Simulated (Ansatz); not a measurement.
**Several solutions for singlet Ni2**

```xyz
2

Ni    0.0000    0.0000    0.0000
Ni    0.0000    0.0000    2.2000
```

Basis set: def2-SVP (spherical functions). Charge 0, multiplicity 1.

UHF was run from several starts with Ansatz (development build ahead of 0.2.0).

```tsv
run	program	start	converged	energy (hartree)	<S²>
A	Ansatz	search for the lowest state	yes	-3013.21629	2.24
B	Ansatz	atomic start, no search	yes	-3013.12602	2.25
C	Ansatz	stability test followed	yes	-3013.12604	2.25
```

Task: Which runs reached the lowest solution of this kind, and what is wrong with the others?

Result: A reached the lowest solution found. Converged but too high: B by 2.46 eV, C by 2.46 eV. Convergence only shows a stationary point, and even a stable one can lie too high; stability tests and further starts are what find lower ones. Caution: another spin multiplicity may lie lower. Caution: the unrestricted determinant is a mixture of spin states.
